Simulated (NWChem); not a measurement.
C2H6FNSi, singlet; SMILES CN(C)[Si]F

All runs: NWChem. Low-valent species are run as closed-shell singlets; no triplet was tried in these runs. Each level has its own optimisation; frequencies are unscaled. One conformer.

| level | r F–Si (Å) | r N–Si (Å) | r C–N (Å) | highest harmonic frequency (cm⁻¹) | lowest (cm⁻¹) | zero-point energy (kcal/mol) | dipole (D) |
|---|---|---|---|---|---|---|---|
| B3LYP/3-21G | 1.681 | 1.756 | 1.477 | 3163 | 151 | 54.3 | 2.68 |
| Hartree-Fock/STO-3G | 1.611 | 1.712 | 1.470 | 3731 | 149 | 63.6 | 0.90 |
| Hartree-Fock/3-21G | 1.649 | 1.725 | 1.469 | 3326 | 151 | 57.9 | 2.63 |
| PBE-D3(BJ)/def2-SVP | 1.669 | 1.750 | 1.453 | 3087 | 138 | 52.0 | 2.52 |
